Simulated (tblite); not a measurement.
Species: C₇H₁₅Al.
Geometry (GFN2-xTB, Å), atoms numbered from 1 in this order:
```
atom  x, y, z in Å
C1    -2.4054   -0.7043    0.4912
C2    -1.4070    0.0566   -0.3808
C3    -1.9525    1.4377   -0.7382
C4    -0.0420    0.2255    0.3052
C5     0.7461   -1.0940    0.4598
C6     2.2281   -0.8044    0.7551
C7     2.8820   -0.0105   -0.4009
Al8    1.3628    1.2472   -0.7179
H9    -2.5584   -0.1834    1.4347
H10   -2.0436   -1.7069    0.7059
H11   -3.3666   -0.7904   -0.0128
H12   -1.2628   -0.5075   -1.3119
H13   -2.1387    2.0145    0.1661
H14   -2.8821    1.3643   -1.2990
H15   -1.2157    1.9760   -1.3438
H16   -0.2393    0.6071    1.3202
H17    0.3375   -1.7209    1.2573
H18    0.6832   -1.6623   -0.4736
H19    2.2822   -0.2122    1.6748
H20    2.7538   -1.7462    0.9382
H21    3.0941   -0.7027   -1.2276
H22    3.8569    0.3744   -0.0829
H23    1.2826    2.5694   -1.5091
```

Calculated harmonic vibrations of the isolated species, GFN2-xTB (tblite), most abundant isotopes, no scaling. The method is semi-empirical: single wavenumbers can be off by several per cent or more. Modes of hydrogen on aluminium can be 10 to 20 % off. One conformer, not necessarily the lowest.

Harmonic wavenumbers (cm⁻¹): 53.8, 74.5, 136.0, 192.9, 210.0, 224.6, 264.3, 274.0, 338.2, 362.1, 390.1, 444.0, 465.1, 521.6, 565.9, 618.0, 660.5, 845.4, 882.3, 902.5, 927.9, 944.1, 965.9, 979.8, 1012.9, 1035.6, 1067.8, 1084.0, 1117.0, 1153.5, 1173.7, 1187.8, 1228.5, 1244.8, 1270.5, 1315.5, 1326.4, 1330.4, 1343.6, 1398.7, 1414.3, 1456.5, 1474.7, 1486.5, 1489.7, 1493.4, 1503.5, 1508.2, 1799.6, 2833.8, 2877.8, 2889.1, 2918.2, 2923.8, 2928.2, 2937.6, 2939.5, 2948.2, 3017.0, 3019.6, 3023.2, 3027.2, 3040.4.

A = 2869, B = 1145, C = 868.6 MHz; mass 126.099 u (most abundant isotopes); point group C1, symmetry number 1.

Task: What is the zero-point energy?

Result: Half the sum of the wavenumbers: 43242 cm⁻¹ = 517.29 kJ/mol.

Task: What is S at 500 K and 1 bar for an ideal gas of classical rigid rotors and harmonic oscillators?

Result: Translation 179.93, rotation 128.25, vibration 219.55: S = 527.7 J/(mol K).

Task: And Cp and H(500 K) − H(0)?

Result: Cp = 269.12 J/(mol K), of which vibrations give 235.86 (their classical limit is 63 R = 523.8); H(500 K) − H(0) = 75.41 kJ/mol without the zero-point energy, 58.78 from vibrations.

Task: What must be added to the electronic energy to get the Gibbs energy at 500 K and 1 bar?

Result: ZPE + [H(500 K) − H(0)] − T·S = 517.29 + 75.41 − 263.86 = 328.84 kJ/mol.

Task: How do the functions run with temperature in this model?

Result: 
```csv
T (K),S (J/(mol K)),Cp (J/(mol K)),H − H(0) (kJ/mol),G − H(0) (kJ/mol),ln q(vib)
150,321.9,103.3,9.78,-38.51,2.63
250,385.7,150.6,22.46,-73.97,5.29
298.15,414.3,174.5,30.29,-93.23,6.61
400,472.7,224.9,50.65,-138.42,9.45
600,580.2,306.7,104.25,-243.88,15.09
900,721.2,388.0,209.43,-439.70,23.34
```

q(vib) and H(0) count from the zero-point level.

Hindered rotation and anharmonicity are outside this model. Other conformers, if any are populated, would add a mixing term that is left out. The structure is chiral; the term R ln 2 for an equal mix with its mirror image is left out.

Hardware: one thread, Arm Neoverse N1 (aarch64), shared host with 64 logical CPUs at a one-minute load of 59. Cost: 1.9 s of wall time. The figure is for the frequency step alone.
